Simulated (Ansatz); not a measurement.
# Worked example: the enthalpy of formation of CuF (fluorocopper)

CuF has 2 atoms, charge 0, and is taken as a singlet. SMILES: `[F][Cu]`. Geometry: relaxed at PBE0-D4/def2-TZVP.

```xyz
2

F     0.7510   -0.2689    0.3771
Cu   -0.7510    0.2689   -0.3771
```

Total energies at MP2/def2-TZVPP, 6 core orbitals frozen (Ansatz 0.2.0); the atoms run unrestricted:

```
species    state   energy (Eh)
    CuF  singlet  -1739.523807
      F  doublet    -99.609589
     Cu  doublet  -1639.753162
```

Harmonic wavenumbers at PBE0-D4/def2-TZVP, in cm⁻¹: 593.

Measured heats of formation of the gaseous atoms at 298.15 K, in kJ/mol: F 79.4, Cu 337.6. Spin-orbit lowering of the atoms at 298 K (mean of the ground term's levels less their thermal mean, from spectra), in kJ/mol: F 1.29. Take 1 Eh = 2625.50 kJ/mol, 1 cm⁻¹ = 0.0119627 kJ/mol, RT = 2.479 kJ/mol.

**Question.** Work out the heat of formation of the gas at 298 K.

**Answer.** 
1. Electronic atomisation energy: (-99.609589) + (-1639.753162) − (-1739.523807) = 0.161056 Eh = 422.9 kJ/mol.
2. Zero-point energy: half the sum of the wavenumbers, 296.5 cm⁻¹ = 3.5 kJ/mol.
3. Thermal vibrational enthalpy, Σ hcν̃/(exp(hcν̃/kT) − 1): 0.4 kJ/mol. Translation, rotation and pV of a linear molecule: 3.5 RT = 8.7 kJ/mol.
4. The 2 free atoms carry 5/2 RT each: 12.4 kJ/mol.
5. Spin-orbit coupling lowers the free atoms by 1.29 = 1.3 kJ/mol.
6. Atomisation enthalpy at 298 K: 422.9 − 1.3 − 3.5 − 0.4 − 8.7 + 12.4 = 421.4 kJ/mol.
7. Sum of the atoms' heats of formation: 417.0 kJ/mol. Heat of formation: 417.0 − 421.4 = -4.4 kJ/mol.

The tabulated value is -12.6 kJ/mol (NIST-JANAF tables), so this level is off by +8.2 kJ/mol, or 1.9 % of the atomisation enthalpy that the table implies (429.5 kJ/mol). Relativity is left out. Anharmonicity and any spin-orbit splitting of the molecule are left out, and so is core correlation.
